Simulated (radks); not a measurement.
K15+, configuration [He] 2s2 (the NIST ground configuration). Calculated with a radial shooting solver on a logarithmic mesh with Libxc functionals: non-relativistic Kohn-Sham, LB94 model potential, spin-unpolarised, spherical densities, point nucleus.

Normalised radial functions P(r) = r R(r), r in bohr:

r             1s       2s      2p
0.002645  0.4084   0.1333  0.0019
0.003283  0.5007   0.1635  0.0028
0.004074  0.6122   0.1998  0.0043
0.005097  0.7512   0.2451  0.0067
0.006326  0.9108   0.2969  0.0103
0.007851  1.0981   0.3577  0.0156
0.009744  1.3149   0.4276  0.0236
0.01219   1.5705   0.5095  0.0361
0.01513   1.8436   0.5958  0.0540
0.01878   2.1356   0.6860  0.0804
0.0233    2.4334   0.7739  0.1187
0.02916   2.7264   0.8525  0.1760
0.03618   2.9646   0.9017  0.2539
0.04491   3.1237   0.9058  0.3609
0.05574   3.1657   0.8423  0.5032
0.06973   3.0504   0.6793  0.6932
0.08654   2.7690   0.4088  0.9165
0.1074    2.3331   0.0218  1.1693
0.1333    1.7922  -0.4601  1.4271
0.1668    1.2071  -0.9985  1.6570
0.207     0.7134  -1.4596  1.7908
0.2569    0.3541  -1.7547  1.7896
0.3188    0.1417  -1.7960  1.6235
0.3957    0.0434  -1.5640  1.3049
0.495     0.0090  -1.1204  0.8864
0.6144    0.0013  -0.6553  0.5032
0.7625    0.0001  -0.2973  0.2255
0.9464    0.0000  -0.0990  0.0753
1.184     0.0000  -0.0212  0.0164
1.469     0.0000  -0.0030  0.0024
1.824     0.0000  -0.0002  0.0002
2.263     0.0000  0.0000  0.0000

1s: eigenvalue -4354.6 eV, 0 radial nodes, <r> = 0.0807 bohr, 90 % of the charge inside 0.144 bohr. 2s: eigenvalue -955.15 eV, 1 radial node at r = 0.109 bohr, <r> = 0.344 bohr, 90 % of the charge inside 0.525 bohr. 2p (empty): eigenvalue -920.84 eV, 0 radial nodes, <r> = 0.293 bohr, 90 % of the charge inside 0.472 bohr.
